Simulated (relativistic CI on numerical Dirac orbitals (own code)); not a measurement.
Calculated levels, Er LXVI

These numbers are calculated, not measured: Dirac-Coulomb-Breit CI, KLI orbitals optimised for each configuration, QED by a radiative potential, unscaled Slater integrals (own radial code, finite nucleus).

Configuration list (outside the closed core 1s2): 2s, 2p, 3s, 3p, 3d, 4s, 4p, 4d, 4f, 5s, 5p, 5d, 5f, 5g, 6s, 6p, 6d. Levels of other configurations are missing.

The lowest level is 2s 2S_1/2, with 100 % of that term; Hund's rules for 2s give 2S with J = 1/2, in agreement.

```tsv
No.	Configuration	Term	J	E (eV)	%	Landé g	jj configuration (%)
1	2s	2S	1/2	0.0	100	1.960	2s (100)
2	2p	2P°	1/2	169.0	100	0.623	2p1/2 (100)
3	2p	2P°	3/2	1196.3	100	1.302	2p3/2 (100)
4	3s	2S	1/2	9192.4	100	1.984	3s (100)
5	3p	2P°	1/2	9238.4	100	0.647	3p1/2 (100)
6	3p	2P°	3/2	9544.4	100	1.320	3p3/2 (100)
7	3d	2D	3/2	9556.3	100	0.786	3d3/2 (100)
8	3d	2D	5/2	9644.9	100	1.187	3d5/2 (100)
9	4s	2S	1/2	12347.6	100	1.992	4s (100)
10	4p	2P°	1/2	12366.2	100	0.656	4p1/2 (100)
11	4p	2P°	3/2	12494.6	100	1.326	4p3/2 (100)
12	4d	2D	3/2	12499.7	100	0.792	4d3/2 (100)
13	4d	2D	5/2	12537.2	100	1.193	4d5/2 (100)
14	4f	2F°	5/2	12537.4	100	0.849	4f5/2 (100)
15	4f	2F°	7/2	12555.7	100	1.136	4f7/2 (100)
16	5s	2S	1/2	13785.6	100	1.996	5s (100)
17	5p	2P°	1/2	13795.0	100	0.659	5p1/2 (100)
18	5p	2P°	3/2	13860.3	100	1.329	5p3/2 (100)
19	5d	2D	3/2	13862.9	100	0.794	5d3/2 (100)
20	5d	2D	5/2	13882.1	100	1.196	5d5/2 (100)
21	5f	2F°	5/2	13882.2	100	0.852	5f5/2 (100)
22	5g	2G	7/2	13891.6	100	0.884	5g7/2 (100)
23	5f	2F°	7/2	13891.6	100	1.138	5f7/2 (100)
24	5g	2G	9/2	13897.2	100	1.107	5g9/2 (100)
25	6s	2S	1/2	14558.0	100	1.998	6s (100)
26	6p	2P°	1/2	14563.3	100	0.661	6p1/2 (100)
27	6p	2P°	3/2	14600.9	100	1.331	6p3/2 (100)
28	6d	2D	3/2	14602.4	100	0.796	6d3/2 (100)
29	6d	2D	5/2	14613.5	100	1.197	6d5/2 (100)
```

Energies count from the lowest computed level; ° marks odd parity. Filled j subshells are mostly left out of the jj labels.

The mean weight of the leading LS term, summed over parents, in these 29 levels is 100 %, and that of the leading jj configuration (from the same eigenvectors) 100 %.

At this charge energies of transitions that change n are usually good to better than 1 %, and those within a shell (Δn = 0) to a few per cent.
